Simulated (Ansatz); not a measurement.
Start from `C[SeH]` and change one element to get `[GeH3][SeH]`.

Ansatz, PBE0-D4/def2-TZVP geometries, multiplicity 1. 

Scalar relativity is left out up to krypton.

```tsv
property	`C[SeH]`
HOMO energy (ωB97M-V/def2-TZVPP) / eV	-8.70
size of the dipole moment (PBE/def2-TZVPP) / D	1.39
zero-point energy (PBE0-D4/def2-TZVP) / kJ/mol	117.1
HOMO energy (B3LYP/def2-TZVPP) / eV	-6.27
ideal-gas entropy at 298 K and 1 bar (rigid rotor, harmonic PBE0-D4/def2-TZVP) / J/(mol·K)	267
LUMO energy (B3LYP/def2-TZVPP) / eV	-0.16
```

**Question.** Give the same properties after the change, and the shifts. (Estimate.)

**Answer.** Computed: 
```csv
property,`[GeH3][SeH]`,shift
HOMO energy (ωB97M-V/def2-TZVPP) / eV,-9.11,-0.41
size of the dipole moment (PBE/def2-TZVPP) / D,1.03,-0.36
zero-point energy (PBE0-D4/def2-TZVP) / kJ/mol,81.8,-35.3
HOMO energy (B3LYP/def2-TZVPP) / eV,-6.72,-0.45
"ideal-gas entropy at 298 K and 1 bar (rigid rotor, harmonic PBE0-D4/def2-TZVP) / J/(mol·K)",301,34
LUMO energy (B3LYP/def2-TZVPP) / eV,-0.60,-0.44
```

Dipoles are sizes alone; their direction can turn.

B3LYP here is the variant with VWN-RPA as its local correlation; programs differ in this.

Spin–orbit coupling is left out; it splits and shifts lone-pair levels of the heavy atoms by tenths of an eV.
